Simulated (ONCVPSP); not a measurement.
**F (Z = 9): excitation energies, all-electron against ONCV**

ONCVPSP 4.0.1 input, shortened (lines: element, Z, core and valence counts, functional; n l f; lmax; l rc ep ncon nbas qcut; lloc lpopt rc5 dvloc0; l nproj debl; icmod fcfact rcfact), Wu-Cohen, scalar-relativistic:

```
  F 9.00    1    2  -118130      upf
    1    0    2.00
    2    0    1.75
    2    1    5.25
    2
    0    0.75    0.00    5    9   10.10
    1    1.35    0.00    4    8    9.20
    2    1.05    0.08    3    6   10.50
    4    5    0.65   -1.00
    0    2    4.00
    1    3    1.90
    2    2    1.80
    1    0.50    0.00
```

Energies are relative to the spin-unpolarised reference configuration 2s1.75 2p5.25; without spin polarisation the order of configurations can differ from experiment.

| valence configuration | charge | ΔE all-electron (eV) | error AE − PS (meV) |
| --- | --- | --- | --- |
| 2s2 2p5 | 0 | -4.666 | +1.1 |
| 2s2 2p4 | +1 | 14.708 | +53 |
| 2s2 2p3 | +2 | 53.086 | +307 |

Problem. What are ΔE and the potential's error for 2s1 2p6?

Solution. ΔE = 14.017 eV all-electron; the error (AE − PS) is +8.3 meV.

Levels in the configuration 2s2 2p4:

| level | all-electron (eV) | pseudo (eV) |
| --- | --- | --- |
| 2s | -47.239 | -47.224 |
| 2p | -28.298 | -28.180 |
